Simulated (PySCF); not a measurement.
PySCF 2.14 output of an unrestricted B3LYP calculation on a single atom or ion in def2-TZVP with the def2 core potential (28 electrons) (6s4p3d1f, 40 functions), with a scalar-relativistic core potential:

```
SCF conv_tol = 1e-09
number electrons alpha = 9  beta = 5
    P. J. Stephens, F. J. Devlin, C. F. Chabalowski, and M. J. Frisch.,  J. Phys. Chem. 98, 11623 (1994)
cycle= 1 E= -93.9320371400364  delta_E= -0.00473  |g|= 0.0167  |ddm|= 0.157
cycle= 2 E= -93.9321000933246  delta_E= -6.3e-05  |g|= 0.0103  |ddm|= 0.0203
cycle= 3 E= -93.9321334355546  delta_E= -3.33e-05  |g|= 0.000806  |ddm|= 0.00747
cycle= 4 E= -93.9321338433495  delta_E= -4.08e-07  |g|= 8.46e-05  |ddm|= 0.00139
cycle= 5 E= -93.932133859579  delta_E= -1.62e-08  |g|= 1.06e-05  |ddm|= 0.000372
cycle= 6 E= -93.9321338598603  delta_E= -2.81e-10  |g|= 7.07e-07  |ddm|= 5.49e-05
converged SCF energy = -93.9321338598603  <S^2> = 6.0011979  2S+1 = 5.0004791
```

The run itself started from symmetry-adapted Hartree-Fock orbitals and held the occupation by maximum overlap, on a logarithmic radial grid, so the iterations belong to that start.

**Question.** Which element, charge and spin multiplicity is this?

**Answer.** Ru²⁺ (ruthenium, charge +2), multiplicity 5; the state was [Kr] 4d6, high-spin 5D determinant.

Energies and moments cover only the electrons outside the core potential.
